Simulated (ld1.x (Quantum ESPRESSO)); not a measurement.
## Building the ultrasoft potential for phosphorus (P) (LDA (PZ), non-relativistic).

phosphorus (P), ultrasoft, made with ld1.x (Quantum ESPRESSO) 7.5 (LDA (PZ), non-relativistic). Core [Ne], reference 3s2 3p0 (charge +3). Waves: 3s (bound): rcut 1.20, rcutus 1.40 bohr; 3s channel at -1.65 Ry: rcut 1.20, rcutus 1.40 bohr; 3p (bound, empty): rcut 1.05, rcutus 1.35 bohr; 3p channel at -1.95 Ry: rcut 1.05, rcutus 1.35 bohr; 3d channel at -0.2 Ry: rcut 0.90, rcutus 1.20 bohr; 3d channel at 0.95 Ry: rcut 0.90, rcutus 1.20 bohr. Local part: all-electron potential smoothed inside 1.25 bohr (lloc = -1). Core correction: none. Augmentation charge: PSQ, inside the norm-conserving radii.

**Question.** Estimate the cutoffs (Ry, on a coarse ladder) from which the occupation-weighted sum of valence levels, in a spherical-Bessel basis at the reference potential, stays within 10 and 1 mRy of its value at 400 Ry.

**Answer.** 18 Ry and 30 Ry.

**Question.** Does the potential have ghost states?

**Answer.** No extra level below or beside the all-electron valence levels (s, p, d, f tested).

**Question.** Is the overlap operator S = 1 + Σ q|β⟩⟨β| positive definite (Bessel basis up to 400 Ry)?

**Answer.** Yes: its lowest eigenvalue is 0.49 (s channel).

**Question.** Tests: 3s2 3p3; 3s2 3p2; 3s2 3p1; 3s0 3p5; 3s1 3p3; 3s2 3p2.5; 3s2 3p3.3. Which has the largest error in its energy relative to the reference configuration, and how large is it?

**Answer.** 3s2 3p3.3, with +107 meV (all-electron minus pseudo) on -60.34 eV.
